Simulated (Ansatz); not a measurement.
Zn(SMe)(SeH) (CH4SSeZn), SMILES C[S][Zn][SeH].

Coordinates come from a PBE0-D3(BJ)/def2-SVP optimisation. The structure was generated by enumeration; whether it is a known compound was not checked. One conformer was computed; it need not be the lowest.

Two levels are set side by side: PBE/def2-SVPD (Ansatz, a quantum-chemistry and plane-wave program) and PBE0/def2-SVPD (Ansatz). Energy differences of separate SCF runs at the same geometry; the states with an electron removed or added have multiplicity 2 and 2. Differences are taken from unrounded values.

```tsv
quantity	PBE0
vertical ionisation energy (eV)	8.81
vertical singlet–triplet gap (eV)	4.37
```

Problem. What does PBE give, and how far is it from PBE0? (Estimate from the structure and the level; the computed values follow.)

Solution. 
| quantity | PBE | PBE minus PBE0 |
|---|---|---|
| vertical ionisation energy (eV) | 8.46 | -0.35 |
| vertical singlet–triplet gap (eV) | 3.91 | -0.46 |
